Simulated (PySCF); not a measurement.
- σ from GIAO-PBE0/pcSseg-1
- structure optimised with GFN2-xTB
- run in PySCF 2.14
- no relativistic terms, averaged over atoms made equivalent by symmetry, fast rotation or ring inversion, in vacuum, one conformer

Scale: TMS for ¹H (σ = 31.72 ppm) and ¹³C (σ = 186.93 ppm) (reference shieldings calculated alike). Shifts are as computed. Against solution values, carbons near 30 ppm lie about +3 ppm off and those near 130 ppm about +5 ppm. Of 1211 compounds with measured shifts, 218 miss one by over three times the rms of a fit or turn the order of signals round; such compounds aren't used in these exercises. OH and NH positions are gas-phase values without hydrogen bonding to other molecules.

Question: Order these molecules by the shift of their most shielded carbon-bound hydrogen, lowest δ first.
A. C=C(C)c1coc([SiH3])c1
B. [H]/N=C/[C@@H](F)c1cccnc1
C. C[Si@H]([SiH3])O[SiH2]Cl
D. F[C@H]1[SiH2]C[Si@H](P)C[SiH2]1

Answer: D (-0.19 ppm, hydrogen on an sp3 CH2 bonded to 2 Si), C (0.52 ppm, hydrogen on a methyl carbon bonded to Si), A (2.13 ppm, hydrogen on an allylic methyl carbon), B (6.25 ppm, hydrogen on an sp3 CH bonded to F, on an aromatic ring).

Question: Order these molecules by the shift of their most shielded carbon, lowest δ first.
A. C[Si@H]([SiH3])O[SiH2]Cl
B. C=C(C)c1coc([SiH3])c1
C. [H]/N=C/[C@@H](F)c1cccnc1
D. F[C@H]1[SiH2]C[Si@H](P)C[SiH2]1

Answer: D (-6.1 ppm, sp3 CH2 bonded to 2 Si), A (3.6 ppm, methyl carbon bonded to Si), B (23.7 ppm, allylic methyl carbon), C (97.5 ppm, sp3 CH bonded to F, on an aromatic ring).

Question: How many ¹³C and ¹H signals does each give (equivalence by symmetry and fast rotation, but not about amide C–N or C=N bonds)? `C=C(C)c1coc([SiH3])c1`, `C#CC(=O)/C=C/[SiH](C)C`, `[H]/N=C/[C@@H](F)c1cccnc1`, `C[Si@H]([SiH3])O[SiH2]Cl`, `F[C@H]1[SiH2]C[Si@H](P)C[SiH2]1`

Answer: C=C(C)c1coc([SiH3])c1: 7 C, 6 H; C#CC(=O)/C=C/[SiH](C)C: 6 C, 5 H; [H]/N=C/[C@@H](F)c1cccnc1: 7 C, 7 H; C[Si@H]([SiH3])O[SiH2]Cl: 1 C, 5 H; F[C@H]1[SiH2]C[Si@H](P)C[SiH2]1: 2 C, 7 H.
